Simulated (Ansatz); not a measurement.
Geometry optimisation, RKS B3LYP/6-31G* in Ansatz.

Input:

```yaml
crystal:
  periodic: [false, false, false]
  atoms:
    - { symbol: B, position_ang: [-0.229685, 1.452661, -0.069054] }
    - { symbol: H, position_ang: [0.919308, 1.595264, 0.086492] }
    - { symbol: O, position_ang: [-0.704496, 1.375081, -1.346318] }
    - { symbol: O, position_ang: [-1.113221, 1.350174, 0.977363] }
    - { symbol: H, position_ang: [1.201386, -0.318288, 0.023542] }
    - { symbol: Si, position_ang: [0.697415, -1.672058, -0.027275] }
    - { symbol: H, position_ang: [-1.663068, 1.223992, -1.344116] }
    - { symbol: H, position_ang: [-0.675936, 1.438665, 1.834853] }
    - { symbol: H, position_ang: [1.188788, -2.343577, -1.258697] }
    - { symbol: H, position_ang: [-0.787784, -1.665685, -0.038454] }
    - { symbol: H, position_ang: [1.167291, -2.436229, 1.161664] }
basis:
  gaussian: { orbitals: "6-31G*" }
hamiltonian:
  xc: b3lyp
relax:
  f_tol: 0.03
  max_steps: 50
output:
  orbitals: {}
```

Launched with:

```bash
$ ansatz run input.yaml --threads 2 --pin off --max-ram 3072MiB --backend cpu --events-out ev --progress --plain --runs-dir out
```

Task: Where does it end, and by what steps?

Result: The run converged. The force dipped under the threshold on the way, but the program's further checks kept it going. After 33 steps the energy has fallen by 0.287 eV; H8 moved furthest, 1.82 Å.

```json
{"step": "0", "energy less start (eV)": "0.0000", "largest force component (eV/Å)": "0.994", "accepted": "yes"}
{"step": "2", "energy less start (eV)": "-0.1766", "largest force component (eV/Å)": "0.786", "accepted": "yes"}
{"step": "4", "energy less start (eV)": "-0.2311", "largest force component (eV/Å)": "0.115", "accepted": "yes"}
{"step": "6", "energy less start (eV)": "-0.2378", "largest force component (eV/Å)": "0.226", "accepted": "yes"}
{"step": "8", "energy less start (eV)": "-0.2457", "largest force component (eV/Å)": "0.408", "accepted": "no"}
{"step": "10", "energy less start (eV)": "-0.2490", "largest force component (eV/Å)": "0.035", "accepted": "yes"}
{"step": "12", "energy less start (eV)": "-0.2538", "largest force component (eV/Å)": "0.193", "accepted": "yes"}
{"step": "14", "energy less start (eV)": "-0.2596", "largest force component (eV/Å)": "0.156", "accepted": "yes"}
{"step": "16", "energy less start (eV)": "-0.2651", "largest force component (eV/Å)": "0.229", "accepted": "yes"}
{"step": "18", "energy less start (eV)": "-0.2717", "largest force component (eV/Å)": "0.096", "accepted": "yes"}
{"step": "20", "energy less start (eV)": "-0.2760", "largest force component (eV/Å)": "0.132", "accepted": "yes"}
{"step": "22", "energy less start (eV)": "-0.2788", "largest force component (eV/Å)": "0.018", "accepted": "yes"}
{"step": "24", "energy less start (eV)": "-0.2809", "largest force component (eV/Å)": "0.081", "accepted": "yes"}
{"step": "26", "energy less start (eV)": "-0.2833", "largest force component (eV/Å)": "0.091", "accepted": "yes"}
{"step": "28", "energy less start (eV)": "-0.2845", "largest force component (eV/Å)": "0.086", "accepted": "yes"}
{"step": "30", "energy less start (eV)": "-0.2858", "largest force component (eV/Å)": "0.053", "accepted": "yes"}
{"step": "32", "energy less start (eV)": "-0.2865", "largest force component (eV/Å)": "0.034", "accepted": "yes"}
{"step": "33", "energy less start (eV)": "-0.2868", "largest force component (eV/Å)": "0.010", "accepted": "yes"}
```

```xyz
11
Properties=species:S:1:pos:R:3
B -0.361 1.993 0.022
H 0.636 2.630 -0.152
O -0.541 0.869 -0.726
O -1.317 2.349 0.933
H 1.456 -1.380 0.793
Si 0.811 -2.277 -0.199
H -1.380 0.431 -0.507
H -1.085 3.160 1.405
H 1.228 -1.910 -1.574
H -0.668 -2.184 -0.074
H 1.219 -3.681 0.080
```

Whether the end is a true minimum wasn't checked by a vibrational analysis.

Run time: 50 s on 2 threads of Arm Neoverse V2, on a shared host, peak memory 0.15 GiB.
